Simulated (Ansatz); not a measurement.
A structure relaxed at PBE0-D4/def2-TZVP, charge 0, multiplicity 1:

```xyz
6

N     1.0035    0.0445   -0.0146
Al   -0.7410    0.0452    0.1874
Br   -1.9847   -0.7696   -1.5120
H     1.6552    0.3827    0.6749
H     1.4896   -0.2914   -0.8299
H    -1.4225    0.5887    1.4942
```

(1) Give its formula and SMILES.

(2) Point group (tolerance 0.08 Å, 0.16 Å for H)?

(3) Summarise the bond lengths by kind.

## Answers

(1) AlBrH3N, `[NH2][AlH][Br]`.

(2) Cs.

(3) 1 × Al–N 1.756 Å; 2 × H–N 1.007 Å; 1 × Al–Br 2.258 Å; 1 × Al–H 1.571 Å.

Program: Ansatz 0.2.0.
